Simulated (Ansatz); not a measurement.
Anthraquinone (C14H8O2). The state is a singlet with charge 0. Geometry PBE-D4/def2-SVP; atoms count from 1.

```xyz
24

O     0.5513   -2.6454   -0.3113
C     0.3017   -1.4476   -0.1705
C     1.3309   -0.4910    0.3385
C     2.6106   -0.9795    0.6619
C     3.5959   -0.1089    1.1412
C     3.3107    1.2607    1.3018
C     2.0411    1.7553    0.9827
C     1.0439    0.8872    0.5001
C    -0.3012    1.4479    0.1689
O    -0.5505    2.6458    0.3088
C    -1.3306    0.4911   -0.3395
C    -2.6105    0.9796   -0.6622
C    -3.5962    0.1087   -1.1403
C    -3.3111   -1.2609   -1.3006
C    -2.0412   -1.7554   -0.9824
C    -1.0437   -0.8870   -0.5009
H     2.7997   -2.0545    0.5247
H     4.5956   -0.4947    1.3931
H     4.0880    1.9426    1.6791
H     1.7848    2.8191    1.0962
H    -2.7995    2.0546   -0.5251
H    -4.5961    0.4944   -1.3916
H    -4.0887   -1.9430   -1.6769
H    -1.7850   -2.8192   -1.0957
```

Q: Estimate the Mulliken populations from the PBE0/def2-TZVP orbitals of Ansatz.

A: 
```tsv
atom	charge (e)
O1	-0.32
C2	0.20
C3	0.03
C4	-0.18
C5	-0.08
C6	-0.08
C7	-0.18
C8	0.03
C9	0.20
O10	-0.32
C11	0.03
C12	-0.18
C13	-0.08
C14	-0.08
C15	-0.18
C16	0.03
H17	0.16
H18	0.13
H19	0.13
H20	0.16
H21	0.16
H22	0.13
H23	0.13
H24	0.16
```
Mulliken values depend strongly on the basis.

Q: And the Mayer bond orders between heavy atoms (over 0.3)?

A: O1–C2 2.06 (1.23 Å); C2–C3 0.98 (1.49 Å); C2–C16 0.98 (1.49 Å); C3–C4 1.39 (1.41 Å); C3–C8 1.33 (1.42 Å); C4–C5 1.40 (1.40 Å); C5–C6 1.37 (1.41 Å); C6–C7 1.40 (1.40 Å); C7–C8 1.39 (1.41 Å); C8–C9 0.98 (1.49 Å); C9–O10 2.06 (1.23 Å); C9–C11 0.98 (1.49 Å); C11–C12 1.39 (1.41 Å); C11–C16 1.33 (1.42 Å); C12–C13 1.40 (1.40 Å); C13–C14 1.37 (1.41 Å); C14–C15 1.40 (1.40 Å); C15–C16 1.39 (1.41 Å).
